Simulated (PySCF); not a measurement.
Compound: C3H12OSi3.
Numbering: `[CH2:1]=[CH:2][CH2:3][Si@H:4]([SiH3:5])[O:6][SiH3:7]` (hydrogens: H8, H9 on C1; H10 on C2; H11, H12 on C3; H13 on Si4; H14, H15, H16 on Si5; H17, H18, H19 on Si7)

The calculation used core-valence-separated Tamm–Dancoff BHandHLYP/aug-pcX-1 (pcseg-1 on H, def2-SVPD on Si) in PySCF, non-relativistic, gas phase, PBE0-D3(BJ)/def2-SVP geometry.

Computed carbon K-edge spectrum, Gaussian lines of 0.6 eV full width, highest printed point 100; it ends one width below the last computed root. BHandHLYP without relativity tends to put these K edges a few eV too low, so spacings mean more than positions.

```
photon energy (eV)  absorption
             281.8           0
             281.9           1
             282.0           4
             282.1           9
             282.2          19
             282.3          33
             282.4          53
             282.5          74
             282.6          91
             282.7         100
             282.8          98
             282.9          85
             283.0          66
             283.1          45
             283.2          26
             283.3          14
             283.4           6
             283.5           2
             283.6           1
             283.7           0
             283.8           0
             283.9           0
             284.0           0
             284.1           0
             284.2           0
             284.3           0
             284.4           0
             284.5           0
             284.6           0
             284.7           0
             284.8           1
             284.9           2
             285.0           4
             285.1           6
             285.2          10
             285.3          15
             285.4          22
             285.5          30
             285.6          40
             285.7          51
             285.8          63
             285.9          73
             286.0          78
             286.1          78
             286.2          71
             286.3          61
             286.4          49
             286.5          39
```

Question: Where are the maxima, and which lines make them up?

Answer: 2 maxima:
- 282.7 eV: C2 (alkene CH carbon), 282.85 eV, f = 0.064, 1s→π*, 54 % of the height at the exact maximum; C1 (terminal =CH2 carbon), 282.59 eV, f = 0.056, 1s→π*, 46 % of the height at the exact maximum
- 286.0 eV: C1 (terminal =CH2 carbon), 286.07 eV, f = 0.038, 45 % of the height at the exact maximum; C3 (sp3 carbon bound to silicon), 286.00 eV, f = 0.016, 19 % of the height at the exact maximum; C3 (sp3 carbon bound to silicon), 285.91 eV, f = 0.011, 12 % of the height at the exact maximum

Further lines of some strength in the range: C3, 285.56 eV, f = 0.013; C1, 285.69 eV, f = 0.010; C3, 286.41 eV, f = 0.025.

Roots within 0.03 eV on the same or equivalent atoms count as one line; shares under 12 % aren't listed.

Vibrational structure and lifetime widths aren't in the curve. The ionisation threshold wasn't computed; near and above it a finite basis only mimics Rydberg series and continuum.

Rough CPU time on one thread of a shared machine: about 60 s.

The values belong to the conformer `[CH2:1]=[CH:2][CH2:3][Si@H:4]([SiH3:5])[O:6][SiH3:7]`: C1–C2–C3–Si4 97°, C2–C3–Si4–Si5 60°, C3–Si4–O6–Si7 75°.
